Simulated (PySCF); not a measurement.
## Radial density of Tc²⁺ (technetium, charge +2)

UHF, [Kr] 4d5, high-spin 6S determinant. All numbers are calculated (PySCF 2.14, a scalar-relativistic core potential, in def2-QZVPPD with the def2 core potential (28 electrons)). This is the valence pseudo-density: the core potential removes the inner electrons and smooths the orbitals near the nucleus.

```json
{"r (bohr)": "0.0624", "4πr²ρ (e/bohr)": "3.068e-05", "4πr²(ρα − ρβ)": "0.0000"}
{"r (bohr)": "0.105", "4πr²ρ (e/bohr)": "0.0002009", "4πr²(ρα − ρβ)": "0.0000"}
{"r (bohr)": "0.177", "4πr²ρ (e/bohr)": "0.002075", "4πr²(ρα − ρβ)": "0.0007"}
{"r (bohr)": "0.297", "4πr²ρ (e/bohr)": "0.04002", "4πr²(ρα − ρβ)": "0.0115"}
{"r (bohr)": "0.500", "4πr²ρ (e/bohr)": "1.223", "4πr²(ρα − ρβ)": "0.2123"}
{"r (bohr)": "0.840", "4πr²ρ (e/bohr)": "10.34", "4πr²(ρα − ρβ)": "2.0180"}
{"r (bohr)": "1.41", "4πr²ρ (e/bohr)": "8.673", "4πr²(ρα − ρβ)": "3.5367"}
{"r (bohr)": "2.38", "4πr²ρ (e/bohr)": "1.361", "4πr²(ρα − ρβ)": "1.0998"}
{"r (bohr)": "4.00", "4πr²ρ (e/bohr)": "0.04968", "4πr²(ρα − ρβ)": "0.0490"}
{"r (bohr)": "6.73", "4πr²ρ (e/bohr)": "7.504e-05", "4πr²(ρα − ρβ)": "0.0001"}
```

Energies and moments cover only the electrons outside the core potential.
